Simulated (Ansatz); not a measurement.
`[CH3][GeH]([OH])[BH]O` + `BC#C` → `[BH2][GeH]([CH3])[OH]` + `C#CBO`  (redistribution)

Program: Ansatz. Geometries: PBE0-D4/def2-TZVP. ΔE: electronic, gas phase. CCSD(T)/CBS is the MP2 limit (def2-TZVPP, def2-QZVPP) plus CCSD(T) − MP2 in def2-TZVPP, frozen cores. Functionals use def2-TZVPP. For Ge outer-core shells are correlated without core-valence functions, which leaves a few kJ/mol of doubt a bond. Scalar relativity is left out up to krypton. Each species was taken in one conformer, which may not be the lowest.

(1) Is it downhill or uphill in electronic energy at CCSD(T)/CBS, and by how much? (Estimate.)

(2) What do these levels give: r2SCAN-D4, PBE0-D4, ωB97X-V, ωB97M-V, PBE, SCS-MP2/def2-TZVPP, CCSD/def2-TZVPP, CCSD(T)/def2-TZVPP, HF/def2-QZVPP, HF/CBS(def2), MP2/CBS(def2), CCSD/CBS(def2)? (Estimate.)

Largest T1 diagnostic among the species: 0.015.

Answers

(1) The calculation gave: Nearly level: ΔE = -1.8 kJ/mol.

(2) Computed: r2SCAN-D4 3.2, PBE0-D4 2.4, ωB97X-V 0.0, ωB97M-V 0.9, PBE 5.3, SCS-MP2/def2-TZVPP -2.6, CCSD/def2-TZVPP -3.2, CCSD(T)/def2-TZVPP -1.6, HF/def2-QZVPP -7.7, HF/CBS(def2) -7.7, MP2/CBS(def2) -1.8, CCSD/CBS(def2) -3.4 kJ/mol.

In def2-TZVPP, CCSD(T) changes the Hartree–Fock value by +6.0 kJ/mol (the triples alone add +1.6 kJ/mol) and MP2 by +5.9 kJ/mol. From PBE to PBE0 (25 % exact exchange), in def2-TZVPP and without D4, ΔE moves by −3.6 kJ/mol.
